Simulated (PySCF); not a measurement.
**Excitation energy of Te by level of theory**

Te [Kr] 4d10 5s2 5p4 (3P) → Te [Kr] 4d10 5s1 5p4 6s1 (5P), as a difference of total energies. All numbers are calculated (PySCF 2.14, the spin-free X2C one-electron Hamiltonian (Gaussian nucleus), in aug-cc-pVQZ-DK3). The calculations carry no spin-orbit coupling.

```csv
method,excitation energy (cm⁻¹)
UHF,111730
wB97M-V,120580
HSE06,119500
BP86,119490
```

The upper state lies above the first ionisation limit, where it may autoionise and the basis confines it. A Rydberg-like electron needs more diffuse functions than a valence basis has.

The promoted electron is Rydberg-like, and one or two diffuse shells describe it only roughly, which tends to raise the upper state.
